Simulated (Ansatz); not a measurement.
```yaml
crystal:
  periodic: [false, false, false]
  atoms:
    - {symbol: Cl, position_ang: [0.111366, -3.170680, 1.192614]}
    - {symbol: In, position_ang: [-0.020183, -1.064516, 0.334290]}
    - {symbol: C, position_ang: [0.197476, 0.977695, -0.103721]}
    - {symbol: Se, position_ang: [-1.182778, 0.247535, -1.429967]}
    - {symbol: H, position_ang: [-0.218986, 1.701472, 0.588139]}
    - {symbol: H, position_ang: [1.113104, 1.308484, -0.581365]}
basis:
  gaussian: {orbitals: LANL2DZ}
hamiltonian: {xc: {name: PBE}, pseudopotentials: {relativity: scalar}}
correlation: {method: rpa, electrons: outside_noble_gas}
```

```sh
$ ansatz run in.yaml --threads 4 --pin off --events-out ev --progress --plain --max-ram 10444MiB
```

(1) How does Ansatz answer? (Best estimate.)

## Answers

(1) Ansatz gave: The input was rejected before any iteration.
```
Error: <dir> can't be read: No such file or directory (os error 2)
```
